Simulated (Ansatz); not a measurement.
A structure relaxed at PBE0-D4/def2-TZVP, charge 0, multiplicity 1:

```xyz
26

C     1.426    0.929    2.063
C     0.069    1.595    2.143
O    -0.940    0.807    1.587
Ti   -1.479   -0.632    0.699
F    -2.985   -1.271    1.411
O    -0.195   -1.856    0.770
C     0.899   -2.514    0.208
C     1.162   -2.076   -1.216
O    -1.741   -0.184   -0.999
C    -1.543    0.672   -2.084
C    -0.780    1.920   -1.697
H     1.415   -0.031    2.582
H     1.710    0.753    1.023
H     2.187    1.564    2.524
H    -0.192    1.801    3.188
H     0.087    2.558    1.618
H     0.708   -3.593    0.244
H     1.780   -2.320    0.834
H     1.390   -1.008   -1.258
H     0.289   -2.263   -1.845
H     2.012   -2.623   -1.630
H    -1.001    0.122   -2.864
H    -2.523    0.938   -2.496
H     0.214    1.666   -1.319
H    -0.659    2.573   -2.565
H    -1.311    2.471   -0.919
```

Problem. Give its formula and SMILES.

Solution. C6H15FO3Ti, `CC[O][Ti]([F])([O]CC)[O]CC`.

Problem. Point group (tolerance 0.08 Å, 0.16 Å for H)?

Solution. C3.

Problem. Summarise the bond lengths by kind.

Solution. 3 × C–C 1.513 Å; 15 × C–H 1.092 to 1.098 Å; 3 × C–O 1.396 Å; 3 × O–Ti 1.775 Å; 1 × F–Ti 1.785 Å.

All numbers were calculated with Ansatz.
